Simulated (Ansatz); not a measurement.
CH₄GaNOS, 9 atoms. Charge 0, multiplicity 1. Correlated methods include outer-core shells of Ga, which these sets cover unevenly. Scalar relativity is left out up to krypton. The bonds changed during the relaxation, so this is another structure than the one it started from. All runs use 4 threads of an INTEL XEON PLATINUM 8581C on a shared host. Correlated methods freeze the cores.

Task: Give the basis size and wall time and peak host memory of each of these runs in Ansatz. RKS ωB97M-V/def2-TZVPP energy and forces; RKS PBE0-D4/def2-SVP energy; direct RPA on PBE orbitals/def2-TZVPP energy; RKS PBE0-D4/def2-QZVPP energy; RKS PBE0-D4/def2-TZVP relaxation (19 steps); RHF-CCSD(T)/def2-TZVPP energy; RHF-CCSD(T)/def2-SVP energy; RHF-MP2/def2-QZVPP energy; RKS B3LYP-D4/def2-TZVPP energy and forces; RKS ωB97M-V/def2-QZVPP energy; RKS PBE0-D4/def2-TZVP frequencies; RKS ωB97M-V/def2-SVP energy. (Best estimate.)

Result: Ansatz gave: Other jobs shared the machine, so times are rough.

```
                                level                    job  functions  wall time  peak host memory (GiB)
                 RKS PBE0-D4/def2-SVP                 energy        112     0.85 s                    0.27
                 RKS ωB97M-V/def2-SVP                 energy        112      2.5 s                    0.39
direct RPA on PBE orbitals/def2-TZVPP                 energy        239      2.8 s                    0.59
              RKS B3LYP-D4/def2-TZVPP      energy and forces        239      2.9 s                    0.76
               RKS PBE0-D4/def2-QZVPP                 energy        450        6 s                     1.9
               RKS ωB97M-V/def2-TZVPP      energy and forces        239        7 s                    0.96
                 RHF-CCSD(T)/def2-SVP                 energy        112        7 s                    0.56
               RKS ωB97M-V/def2-QZVPP                 energy        450       11 s                     2.2
                   RHF-MP2/def2-QZVPP                 energy        450       15 s                     2.8
                RKS PBE0-D4/def2-TZVP  relaxation (19 steps)        202       43 s                    0.67
               RHF-CCSD(T)/def2-TZVPP                 energy        239       76 s                     4.6
                RKS PBE0-D4/def2-TZVP            frequencies        202       86 s                    0.67
```

B3LYP here is the variant with VWN-RPA as its local correlation; programs differ in this.
